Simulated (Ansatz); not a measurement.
# Nudged elastic band run: BClH₅NO

Input file:

```yaml
crystal:
  periodic: [false, false, false]
  atoms:
    - { symbol: B, position_ang: [-0.032685, 0.161143, 0.1213] }
    - { symbol: Cl, position_ang: [0.328613, -0.811067, 1.706257] }
    - { symbol: H, position_ang: [0.94431, 0.266622, -0.591588] }
    - { symbol: O, position_ang: [-1.231437, -0.196474, -0.538135] }
    - { symbol: H, position_ang: [-1.806324, -0.698445, 0.070262] }
    - { symbol: "N", position_ang: [-0.241822, 1.725282, 0.747097] }
    - { symbol: H, position_ang: [-0.539769, 2.359416, -0.006738] }
    - { symbol: H, position_ang: [0.629423, 2.085183, 1.15919] }
    - { symbol: H, position_ang: [-0.965006, 1.732041, 1.480356] }
basis:
  gaussian: { orbitals: "6-31G*" }
hamiltonian:
  xc: pbe
  dispersion: d4
neb:
  order_check: false
  images: 7
  f_tol: 0.05
  max_iterations: 60
  final_atoms:
    - { symbol: B, position_ang: [-0.28053773, 0.4657742, -0.38137765] }
    - { symbol: Cl, position_ang: [0.13737543, 0.29020012, 3.36416751] }
    - { symbol: H, position_ang: [0.71547329, -0.07735814, -0.79423842] }
    - { symbol: O, position_ang: [-1.54893955, 0.0423908, -0.68355155] }
    - { symbol: H, position_ang: [-1.52562403, -0.76275776, -1.2314418] }
    - { symbol: "N", position_ang: [-0.15452392, 1.58058287, 0.52035287] }
    - { symbol: H, position_ang: [-0.9725913, 2.16844314, 0.69677442] }
    - { symbol: H, position_ang: [0.7154323, 2.11206561, 0.53618363] }
    - { symbol: H, position_ang: [-0.0007615, 0.80436016, 2.12113198] }
  initial_path:
    images:
      - { positions_ang: [[-0.032685, 0.161143, 0.1213], [0.328613, -0.811067, 1.706257], [0.94431, 0.266622, -0.591588], [-1.231437, -0.196474, -0.538135], [-1.806324, -0.698445, 0.070262], [-0.241822, 1.725282, 0.747097], [-0.539769, 2.359416, -0.006738], [0.629423, 2.085183, 1.15919], [-0.965006, 1.732041, 1.480356]] }
      - { positions_ang: [[-0.03413233, 0.11856512, 0.08833106], [0.25312134, -0.61204597, 1.82930698], [0.95160023, 0.18948033, -0.6026295], [-1.24336194, -0.1390106, -0.57340092], [-1.80735731, -0.72293622, -0.06158563], [-0.22995435, 1.72804541, 0.70586502], [-0.68283521, 2.3332249, 0.11217748], [0.63056997, 2.11843762, 1.12819908], [-0.75234741, 1.60994041, 1.52173742]] }
      - { positions_ang: [[-0.03557965, 0.07598724, 0.05536211], [0.17762967, -0.41302494, 1.95235696], [0.95889047, 0.11233866, -0.61367099], [-1.25528687, -0.08154719, -0.60866684], [-1.80839061, -0.74742744, -0.19343326], [-0.21808671, 1.73080882, 0.66463304], [-0.82590141, 2.3070338, 0.23109296], [0.63171693, 2.15169224, 1.09720816], [-0.53968881, 1.48783982, 1.56311885]] }
      - { positions_ang: [[-0.03702698, 0.03340936, 0.02239317], [0.10213801, -0.21400391, 2.07540695], [0.9661807, 0.03519698, -0.62471249], [-1.26721181, -0.02408379, -0.64393276], [-1.80942392, -0.77191866, -0.32528089], [-0.20621906, 1.73357223, 0.62340106], [-0.96896762, 2.2808427, 0.35000845], [0.6328639, 2.18494686, 1.06621724], [-0.32703022, 1.36573923, 1.60450027]] }
      - { positions_ang: [[-0.03847431, -0.00916853, -0.01057578], [0.02664634, -0.01498288, 2.19845693], [0.97347094, -0.04194469, -0.63575398], [-1.27913674, 0.03337962, -0.67919868], [-1.81045723, -0.79640988, -0.45712852], [-0.19435142, 1.73633564, 0.58216909], [-1.11203382, 2.2546516, 0.46892393], [0.63401086, 2.21820148, 1.03522632], [-0.11437162, 1.24363864, 1.6458817]] }
      - { positions_ang: [[-0.09899016, 0.10956716, -0.10327625], [0.05432861, 0.06131287, 2.48988457], [0.90897153, -0.05079805, -0.67537509], [-1.34658745, 0.03563241, -0.6802869], [-1.73924893, -0.78799685, -0.65070684], [-0.18439454, 1.69739745, 0.56671503], [-1.07717319, 2.23309948, 0.52588655], [0.65436622, 2.19166751, 0.91046565], [-0.08596909, 1.13381902, 1.76469427]] }
      - { positions_ang: [[-0.15950602, 0.22830284, -0.19597671], [0.08201089, 0.13760862, 2.78131222], [0.84447212, -0.05965142, -0.7149962], [-1.41403815, 0.03788521, -0.68137512], [-1.66804063, -0.77958382, -0.84428516], [-0.17443767, 1.65845926, 0.55126098], [-1.04231256, 2.21154737, 0.58284917], [0.67472158, 2.16513355, 0.78570498], [-0.05756656, 1.0239994, 1.88350684]] }
      - { positions_ang: [[-0.22002187, 0.34703852, -0.28867718], [0.10969316, 0.21390437, 3.07273987], [0.7799727, -0.06850478, -0.75461731], [-1.48148885, 0.04013801, -0.68246333], [-1.59683233, -0.77117079, -1.03786348], [-0.16448079, 1.61952106, 0.53580692], [-1.00745193, 2.18999525, 0.6398118], [0.69507694, 2.13859958, 0.66094431], [-0.02916403, 0.91417978, 2.00231941]] }
      - { positions_ang: [[-0.28053773, 0.4657742, -0.38137765], [0.13737543, 0.29020012, 3.36416751], [0.71547329, -0.07735814, -0.79423842], [-1.54893955, 0.0423908, -0.68355155], [-1.52562403, -0.76275776, -1.2314418], [-0.15452392, 1.58058287, 0.52035287], [-0.9725913, 2.16844314, 0.69677442], [0.7154323, 2.11206561, 0.53618363], [-0.0007615, 0.80436016, 2.12113198]] }
```

Run as:

```bash
$ ansatz run input.yaml --threads 1 --pin off --max-ram 2048MiB --backend cpu --events-out ev --progress --plain --runs-dir out
```

Output, in part (warnings, iteration lines, the closing report on the highest movable image, with atoms numbered from 0):

```
NEB end point (image 0): max|allowed force component| = 1.128e-2 eV/Å (the criterion of neb.relax_end_points is 1.000e-2)
NEB end point (image 8): max|allowed force component| = 2.008e-2 eV/Å (the criterion of neb.relax_end_points is 1.000e-2)
NEB iter   1: max|band force component| = 6.767e0 eV/Å  barrier→ = 3.8895 eV  barrier← = 3.5198 eV  Δτ_max = 0.2000 Å  (240 SCF iters)
NEB iter   2: max|band force component| = 2.883e0 eV/Å  barrier→ = 2.1095 eV  barrier← = 1.7397 eV  Δτ_max = 0.2000 Å  (228 SCF iters)
NEB iter   3: max|band force component| = 1.951e0 eV/Å  barrier→ = 1.0639 eV  barrier← = 0.6942 eV  Δτ_max = 0.1962 Å  (206 SCF iters)
NEB iter   4: max|band force component| = 1.554e0 eV/Å  barrier→ = 0.7645 eV  barrier← = 0.3948 eV  Δτ_max = 0.1974 Å  (206 SCF iters)
NEB iter   5: max|band force component| = 8.599e-1 eV/Å  barrier→ = 0.8057 eV  barrier← = 0.4359 eV  Δτ_max = 0.1963 Å  (203 SCF iters)
NEB iter   6: max|band force component| = 1.330e0 eV/Å  barrier→ = 0.9255 eV  barrier← = 0.5557 eV  Δτ_max = 0.0999 Å  (201 SCF iters)
NEB iter   7: max|band force component| = 4.894e-1 eV/Å  barrier→ = 0.8679 eV  barrier← = 0.4981 eV  CI = image 5  Δτ_max = 0.1252 Å  (200 SCF iters)
NEB iter   8: max|band force component| = 7.426e-1 eV/Å  barrier→ = 0.8158 eV  barrier← = 0.4461 eV  CI = image 5  Δτ_max = 0.0626 Å  (209 SCF iters)
NEB iter   9: max|band force component| = 3.039e-1 eV/Å  barrier→ = 0.7838 eV  barrier← = 0.4140 eV  CI = image 5  Δτ_max = 0.1218 Å  (205 SCF iters)
NEB iter  10: max|band force component| = 3.115e-1 eV/Å  barrier→ = 0.7594 eV  barrier← = 0.3896 eV  CI = image 5  Δτ_max = 0.0621 Å  (197 SCF iters)
NEB iter  11: max|band force component| = 2.998e-1 eV/Å  barrier→ = 0.7573 eV  barrier← = 0.3876 eV  CI = image 5  Δτ_max = 0.0623 Å  (203 SCF iters)
NEB iter  12: max|band force component| = 1.318e-1 eV/Å  barrier→ = 0.7573 eV  barrier← = 0.3875 eV  CI = image 5  Δτ_max = 0.1229 Å  (207 SCF iters)
NEB iter  13: max|band force component| = 1.640e-1 eV/Å  barrier→ = 0.7571 eV  barrier← = 0.3874 eV  CI = image 5  Δτ_max = 0.0620 Å  (189 SCF iters)
NEB iter  14: max|band force component| = 1.528e-1 eV/Å  barrier→ = 0.7571 eV  barrier← = 0.3873 eV  CI = image 5  Δτ_max = 0.0311 Å  (180 SCF iters)
NEB iter  15: max|band force component| = 8.797e-2 eV/Å  barrier→ = 0.7571 eV  barrier← = 0.3873 eV  CI = image 5  Δτ_max = 0.0311 Å  (182 SCF iters)
NEB iter  16: max|band force component| = 5.604e-2 eV/Å  barrier→ = 0.7571 eV  barrier← = 0.3873 eV  CI = image 5  Δτ_max = 0.0311 Å  (179 SCF iters)
NEB iter  17: max|band force component| = 5.393e-2 eV/Å  barrier→ = 0.7571 eV  barrier← = 0.3873 eV  CI = image 5  Δτ_max = 0.0311 Å  (174 SCF iters)
NEB iter  18: max|band force component| = 3.583e-2 eV/Å  barrier→ = 0.7571 eV  barrier← = 0.3873 eV  CI = image 5  Δτ_max = 0.0000 Å  (362 SCF iters)
Total energy: -16808.60015502 eV, -617.7046624187 hartree
Atom 0 at    -0.214016     0.382802    -0.081917 Å, force     0.000246    -0.000051    -0.000319 eV/Å
Atom 1 at     0.012794    -0.293140     2.566241 Å, force     0.000096    -0.000337     0.000330 eV/Å
Atom 2 at     0.812191    -0.148758    -0.397199 Å, force    -0.000523     0.000050     0.000011 eV/Å
Atom 3 at    -1.463447     0.048302    -0.492679 Å, force     0.000108     0.000375     0.000301 eV/Å
Atom 4 at    -1.482223    -0.847429    -0.879874 Å, force     0.000034    -0.000240    -0.000156 eV/Å
Atom 5 at    -0.157423     1.723512     0.651992 Å, force     0.000593     0.000091    -0.000149 eV/Å
Atom 6 at    -1.022823     2.275174     0.600393 Å, force    -0.000203    -0.000134    -0.000317 eV/Å
Atom 7 at     0.665581     2.308054     0.471577 Å, force    -0.000244     0.000051     0.000160 eV/Å
Atom 8 at    -0.065330     1.175184     1.709466 Å, force    -0.000106     0.000195     0.000140 eV/Å
Dipole moment:    -0.088944     0.780648    -1.092315 e Å
```

The forces met the threshold. A vibrational analysis at the climbing image gives one clearly imaginary mode, 442i cm⁻¹: a first-order saddle point. The orbitals stay closed-shell, which can raise the energy where a bond breaks towards radicals; this wasn't checked here.

Final band (atoms are numbered from 1 in the order of the input):

```
image  path coordinate (Å)  energy (kcal/mol)  B1–Cl2 (Å)  N6–H9 (Å)  Cl2–H9 (Å)
    0                 0.00                0.0        1.89       1.03        2.86
    1                 0.69                0.0        1.91       1.03        2.91
    2                 1.37                0.0        1.92       1.03        2.74
    3                 2.06                0.9        1.92       1.03        2.59
    4                 2.74                6.3        2.11       1.04        2.10
    5                 3.43               17.5        2.74       1.19        1.70
    6                 3.95               11.1        3.11       1.66        1.38
    7                 4.46                8.9        3.50       1.80        1.35
    8                 4.98                8.5        3.77       1.79        1.35
```

The run took 3.9 min on 1 thread of Arm Neoverse V2, on a shared host, peak memory 0.12 GiB.
